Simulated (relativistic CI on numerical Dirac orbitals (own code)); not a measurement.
# How well does a small relativistic CI reproduce Cl⁶⁺?

Calculated at this level of theory: Dirac-Coulomb-Breit CI, orbitals from a KLI potential per configuration, model QED, unscaled Slater integrals (own radial code, finite nucleus).

Configuration list (outside the closed core [Ne]): 3s, 3p, 3d, 4s, 4p, 4d, 4f, 5s, 5p, 5d, 5f, 5g, 6s, 6p, 6d. Levels of other configurations are missing.

| Configuration | Term (tabulated) | J | Measured (cm⁻¹) | Computed | Error | Purity (%) |
| --- | --- | --- | --- | --- | --- | --- |
| 3s | 2S | 1/2 | 0.0 | 0 | 0 | 100 |
| 3p | 2P° | 1/2 | 123001.0 | 122867 | -134 | 100 |
| 3p | 2P° | 3/2 | 124891.0 | 124726 | -165 | 100 |
| 3d | 2D | 3/2 | 290166.0 | 289893 | -273 | 100 |
| 3d | 2D | 5/2 | 290239.0 | 289943 | -296 | 100 |
| 4s | 2S | 1/2 | 464003.0 | 461284 | -2719 | 100 |
| 4p | 2P° | 1/2 | 509197.0 | 506542 | -2655 | 100 |
| 4p | 2P° | 3/2 | 509885.0 | 507220 | -2665 | 100 |
| 4d | 2D | 3/2 | 569142.0 | 566463 | -2679 | 100 |
| 4d | 2D | 5/2 | 569182.0 | 566486 | -2696 | 100 |
| 5s | 2S | 1/2 | 647677.0 | 644051 | -3626 | 100 |
| 5d | 2D | 3/2 | 697598.0 | 694030 | -3568 | 100 |
| 5d | 2D | 5/2 | 697619.0 | 694043 | -3576 | 100 |
| 5f | 2F° | 5/2 | 705398.0 | 701277 | -4121 | 100 |
| 5f | 2F° | 7/2 | 705409.0 | 701285 | -4124 | 100 |

Measured levels from Moore, Atomic Energy Levels, vol. I, NSRDS-NBS 35 (1971 reprint of NBS Circular 467, 1949); pairs were made by configuration, J and term (by order where the table uses no LS term), so strongly mixed levels may be paired wrongly. The analysis dates from before 1960.

Mean error by configuration (cm⁻¹): 3p -149; 3d -284; 4s -2719; 4p -2660; 4d -2688; 5s -3626; 5d -3572; 5f -4123. Over the excited levels the mean absolute error is 2378 cm⁻¹ (14 of the 14 excited levels that our extract of the source holds in range could be paired), and the median relative error of those above 1,000 cm⁻¹ is 0.51 %.
